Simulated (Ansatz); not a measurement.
Reactions of `O[SiH](F)[SiH](Cl)Cl`.

Program: Ansatz. Geometries: PBE0-D4/def2-TZVP. ΔE: electronic, gas phase. CCSD(T)/CBS adds triple-zeta CCSD(T) − MP2 to the extrapolated MP2 energy (def2 sets, frozen cores). This one scheme is used for every species. Each species was taken in one conformer, which may not be the lowest.

(1) Order these by ΔE at CCSD(T)/CBS, lowest first. (An estimate is asked.)
A. `O[SiH](F)[SiH](Cl)Cl` + `N[SiH3]` → `O[SiH](F)N[SiH3]` + `Cl[SiH2]Cl`
B. `O[SiH](F)[SiH](Cl)Cl` + `O[SiH2]S` → `O[SiH2]S[SiH](Cl)Cl` + `O[SiH2]F`
C. `O[SiH](F)[SiH](Cl)Cl` + CH₃OH → `CO[SiH](O)F` + `Cl[SiH2]Cl`
D. `O[SiH](F)[SiH](Cl)Cl` + H₂O → `O[SiH](Cl)Cl` + `O[SiH2]F`
E. `O[SiH](F)[SiH](Cl)Cl` + `C=C` → `C=C[SiH](Cl)Cl` + `O[SiH2]F`
F. `O[SiH](F)[SiH](Cl)Cl` + `C[SiH](O)O` → `C[Si@H](O)O[Si@@H](O)F` + `Cl[SiH2]Cl`

Largest T1 diagnostic: 0.012, for `C[Si@H](O)O[Si@@H](O)F`.

## Answers

(1) F (-159.8 kJ/mol), C (-136.2 kJ/mol), D (-121.9 kJ/mol), A (-100.2 kJ/mol), B (-85.8 kJ/mol), E (-25.5 kJ/mol).
